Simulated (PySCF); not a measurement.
C6H6O. Atoms are numbered in the order given.

```xyz
13

C      0.6717     1.2493     0.5029
C     -0.6717     1.2493     0.5029
C     -1.0586     0.0000    -0.3378
C     -0.6717    -1.2493     0.5029
C      0.6717    -1.2493     0.5029
C      1.0586     0.0000    -0.3378
O      0.0000     0.0000    -1.3091
H      1.3713     1.9154     1.0231
H     -1.3713     1.9154     1.0231
H     -2.0541     0.0000    -0.8176
H     -1.3713    -1.9154     1.0231
H      1.3713    -1.9154     1.0231
H      2.0541     0.0000    -0.8176
```
Charge 0, spin multiplicity 1.

Geometry optimised at PBE-D3(BJ)/def2-SVP. The structure was generated by enumeration; whether it is a known compound was not checked. The values are those of a single conformer.

These are PBE/def2-TZVP in PySCF values and carry that method's errors.

ESP charges are fitted to the potential on shells at 1.4 to 2.0 van der Waals radii. Atomic charges (e):

```json
[
 {"atom": "C1", "meta-Löwdin": "-0.15", "Löwdin": "-0.13", "ESP fit": "-0.26"},
 {"atom": "C2", "meta-Löwdin": "-0.15", "Löwdin": "-0.13", "ESP fit": "-0.26"},
 {"atom": "C3", "meta-Löwdin": "0.09", "Löwdin": "-0.26", "ESP fit": "0.27"},
 {"atom": "C4", "meta-Löwdin": "-0.15", "Löwdin": "-0.13", "ESP fit": "-0.26"},
 {"atom": "C5", "meta-Löwdin": "-0.15", "Löwdin": "-0.13", "ESP fit": "-0.26"},
 {"atom": "C6", "meta-Löwdin": "0.09", "Löwdin": "-0.26", "ESP fit": "0.27"},
 {"atom": "O7", "meta-Löwdin": "-0.36", "Löwdin": "0.22", "ESP fit": "-0.37"},
 {"atom": "H8", "meta-Löwdin": "0.13", "Löwdin": "0.14", "ESP fit": "0.17"},
 {"atom": "H9", "meta-Löwdin": "0.13", "Löwdin": "0.14", "ESP fit": "0.17"},
 {"atom": "H10", "meta-Löwdin": "0.12", "Löwdin": "0.14", "ESP fit": "0.09"},
 {"atom": "H11", "meta-Löwdin": "0.13", "Löwdin": "0.14", "ESP fit": "0.17"},
 {"atom": "H12", "meta-Löwdin": "0.13", "Löwdin": "0.14", "ESP fit": "0.17"},
 {"atom": "H13", "meta-Löwdin": "0.12", "Löwdin": "0.14", "ESP fit": "0.09"}
]
```

Computed Mayer and Wiberg (Löwdin basis) orders of the bonds:
| bond | Mayer | Wiberg |
|---|---|---|
| C1–C2 | 1.92 | 2.02 |
| C2–C3 | 0.95 | 1.08 |
| C3–C4 | 0.95 | 1.08 |
| C4–C5 | 1.92 | 2.02 |
| C1–C6 | 0.95 | 1.08 |
| C5–C6 | 0.95 | 1.08 |
| C3–O7 | 1.06 | 1.36 |
| C6–O7 | 1.06 | 1.36 |
| C1–H8 | 0.96 | 0.86 |
| C2–H9 | 0.96 | 0.86 |
| C3–H10 | 0.92 | 0.85 |
| C4–H11 | 0.96 | 0.86 |
| C5–H12 | 0.96 | 0.86 |
| C6–H13 | 0.92 | 0.85 |
